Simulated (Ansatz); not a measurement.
Question: Predict a relaxed structure of Cu3Cl4⁻ (the lowest singlet isomer of a short search), charge -1, singlet, at PBE-D4/def2-SVPD (Ansatz).

Answer: 
```xyz
7

Cu    0.0224    0.5954   -2.4030
Cu   -0.1213    0.5230    0.1547
Cu    0.0268   -0.8081    2.3398
Cl    1.7734   -1.4613    3.3810
Cl    1.5558    1.3544   -1.0115
Cl   -1.8379   -0.1368    1.3720
Cl   -1.4192   -0.0666   -3.8331
```
Point group C2 (tolerance 0.1 Å). This is one stationary point.

The structure comes from a short search, and lower isomers may exist.
